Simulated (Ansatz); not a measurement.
```yaml
crystal:
  periodic: [false, false, false]
  atoms:
    - {symbol: Ga, position_ang: [-0.417261, -2.319496, 0.084635]}
    - {symbol: Ga, position_ang: [-0.626715, 1.636053, -1.139550]}
    - {symbol: Ga, position_ang: [1.309254, -1.311073, 1.975076]}
    - {symbol: Ga, position_ang: [0.968423, 2.930584, 0.432290]}
    - {symbol: Ga, position_ang: [-2.095596, -0.508435, 0.634352]}
    - {symbol: As, position_ang: [1.753227, 0.472860, 0.017967]}
    - {symbol: As, position_ang: [0.798049, -1.150290, -1.749347]}
    - {symbol: As, position_ang: [-0.152954, 0.830853, 1.659713]}
    - {symbol: As, position_ang: [-1.536428, -0.581056, -1.915138]}
basis:
  gaussian: {orbitals: def2-TZVP}
total_charge: 1
magnetization: {spin_polarized: true, initial_magnetization: 2}
hamiltonian: {xc: pbe0, dispersion: d4}
scf: {omitted_lower_state_checks: [starts]}
output: {orbitals: {seedname: orbitals}}
```

```sh
$ ansatz run in.yaml --threads 6 --pin off --events-out ev --progress --plain --max-ram 7833MiB
```

**Question.** Does this run fit into the memory that it is given?

**Answer.** No. It has 432 basis functions, and Ansatz plans for 11 GiB where 8 GiB are given.
